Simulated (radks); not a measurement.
The numbers below are computed, except where a source is named.
Ionisation of the argon ion Ar14+, [He] 2s2, to Ar15+, [He] 2s1, under several functionals. Non-relativistic Kohn-Sham, spin-polarised, spherical densities, point nucleus; open shells are filled with parallel spins first; a radial shooting solver on a logarithmic mesh with Libxc functionals.

functional            E(Ar14+) (hartree)  Exc (hartree)  IE (eV)  -e(HOMO) (eV)  <r> HOMO (bohr)  IE error (eV)
exchange-only r2SCAN          -377.45956      -14.07134   844.89         823.10           0.3645          -10.6
exchange-only B88             -377.51909      -14.12891   846.90         821.66           0.3639           -8.6
XLYP                          -377.75371      -14.36514   848.65         823.05           0.3640           -6.9
r2SCAN                        -377.57472      -14.18687   846.36         824.11           0.3644           -9.1
Wu-Cohen GGA                  -377.23143      -13.83451   847.65         822.23           0.3640           -7.9
revPBE                        -377.67889      -14.29053   848.59         822.87           0.3640           -6.9
OLYP                          -377.67067      -14.28510   848.07         823.21           0.3641           -7.4
BLYP                          -377.65655      -14.26638   848.24         822.85           0.3640           -7.3
BP86                          -377.71419      -14.32738   848.65         823.05           0.3637           -6.8

NIST Atomic Spectra Database: 855.5 eV (semi-empirical). Closest: BP86. The Delta-SCF values span 3.76 eV, the total energies 0.52 hartree. The highest occupied level is 2s.
